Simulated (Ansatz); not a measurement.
## A rate constant, worked out

An elementary step of BHSF2, closed shell (BHSF₂ ([F][B]([F])[SH]) → BSF + HF; B–F, S–H broken or loosened, F–H formed or tightened). The start structure is the reactant molecule, and the electronic barrier above it is 2.532 eV by CCSD(T) at an estimated basis limit (MP2 extrapolated from triple and quadruple zeta, plus CCSD(T) − MP2 in triple zeta). Computed with Ansatz 0.2.0 (basis: def2-TZVPP and def2-QZVPP); correlated methods freeze the cores. Extrapolation: Hartree–Fock as exp(−7.88 √X), correlation as X^−2.97. Harmonic wavenumbers at PBE0-D4/def2-TZVP (Ansatz 0.2.0), in cm⁻¹:

Start: 295, 368, 412, 583, 683, 837, 1258, 1430, 2724.

Saddle: 514i, 337, 412, 459, 720, 745, 864, 1556, 2350.

Question: Work out the transition-state-theory rate constant at 800 K from these numbers alone (harmonic vibrations; rotation, path degeneracy and anharmonicity left out), and the Wigner tunnelling factor. Use 1 cm⁻¹ = 1.2398 × 10⁻⁴ eV and k_B = 8.617 × 10⁻⁵ eV/K.

Answer: Zero-point energies, half the sums: start 8590/2 cm⁻¹ = 0.5325 eV; saddle, real modes only, 7443/2 cm⁻¹ = 0.4614 eV.
Barrier with zero-point energy: 2.532 + 0.4614 − 0.5325 = 2.4609 eV.
k_BT = 0.06894 eV, so the barrier is 35.70 k_BT.
Vibrational partition functions from the zero-point level, ln q = −Σ ln(1 − exp(−hν/k_BT)): start 3.486, saddle 2.951.
k = (k_BT/h) exp(ln q‡ − ln q) exp(−E0/k_BT), with log₁₀(k_BT/h in s⁻¹) = 13.22: log₁₀ k = 13.22 + (-0.535 − 35.70)/2.3026 = -2.52, so k ≈ 3 × 10^(-3) s⁻¹.
Wigner factor: 1 + (hν‡/k_BT)²/24 = 1 + (0.92)²/24 = 1.04. A change of 1 kcal/mol (0.043 eV) in the barrier would change k by a factor of 1.9 at this temperature.

No T1 diagnostic of these runs exceeds 0.016.

Labels in which every atom is bracketed show which atoms are joined, not bond orders.

For scale, one of the runs: CCSD(T)/def2-TZVPP, 149 basis functions, launched by `ansatz run in.yaml --threads 2 --pin off --events-out ev --progress --plain --max-ram 4352MiB`. The run took 7.5 s on 2 CPU threads of an Intel Xeon 6975P-C (shared host), with 1.1 GiB of host memory at its peak.
